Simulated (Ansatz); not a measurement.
Consider the homolysis of the Al–C bond: `C[CH2][Al]([CH3])[Cl]` → `C[CH2][Al][Cl]`• + `[CH3]`•.

Calculated with Ansatz (gas phase, PBE0-D4/def2-TZVP geometries, no zero-point term in ΔE). CCSD(T)/CBS is the MP2 limit (def2-TZVPP, def2-QZVPP) plus CCSD(T) − MP2 in def2-TZVPP, frozen cores. This one scheme is used for every species. DFT in def2-TZVPP. No spin–orbit coupling; open shells (•) take unrestricted orbitals. Each species was taken in one conformer, which may not be the lowest.

```tsv
species	RPA@PBE/def2-TZVPP energy (Eh)
`C[CH2][Al]([CH3])[Cl]`	-821.14478
`C[CH2][Al][Cl]`•	-781.14639
`[CH3]`•	-39.87079
```

Question: Work out ΔE.

Answer: ΔE = (-781.14639) + (-39.87079) − (-821.14478) = 0.12760 Eh = +3.47 eV. CCSD(T)/CBS gives +3.74 eV.

Largest T1 diagnostic among the species: 0.012.

The D4 term adds +0.07 eV with B3LYP and +0.04 eV with PBE0; it sums over pairs of atoms, weighted by their polarisabilities, and B3LYP, whose exchange is more repulsive, gets the larger term. From BLYP to BHLYP (50 % exact exchange), in def2-TZVPP and without D4, ΔE moves by +0.09 eV.

B3LYP here is the variant with VWN-RPA as its local correlation; programs differ in this.
